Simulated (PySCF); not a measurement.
CH5S, SMILES [SH2+]C, charge +1. Atoms are numbered in the order given.

```xyz
7

C     -1.2002    -0.0293     0.0000
S      0.6207     0.1112     0.0000
H     -1.5395     0.4936     0.8923
H     -1.5395     0.4936    -0.8923
H     -1.5023    -1.0719     0.0000
H      0.9256    -0.7596     0.9898
H      0.9256    -0.7596    -0.9898
```
Charge +1, spin multiplicity 1.

Geometry optimised at B3LYP-D3(BJ)/def2-TZVP. The isomer is the one that the SMILES or the coordinates give; other isomers of the formula were not compared.

Two levels are set side by side: PBE/pcSseg-2 (PySCF) and PBE0/pcSseg-2 (PySCF). GIAO shifts against H2S (³³S), TMS (¹H), TMS (¹³C) at the same level; non-relativistic, no solvent, atoms listed together averaged. Differences are taken from unrounded values.

```json
[
 {"quantity": "δ(¹³C) of C1 (ppm)", "PBE": "17.1"},
 {"quantity": "δ(³³S) of S2 (ppm)", "PBE": "180.3"},
 {"quantity": "δ(¹H) of H6, H7 (ppm)", "PBE": "5.74"}
]
```

### Question
These are the PBE values. What does PBE0 give? (The exact figures need the calculation; the answer reports its results.)

### Answer

| quantity | PBE0 | PBE minus PBE0 |
|---|---|---|
| δ(¹³C) of C1 (ppm) | 17.5 | -0.4 |
| δ(³³S) of S2 (ppm) | 164.9 | 15.4 |
| δ(¹H) of H6, H7 (ppm) | 5.80 | -0.07 |

Rough cost on one machine, each run with all the roots and properties that it gave: PBE0 against PBE within a factor of 2.
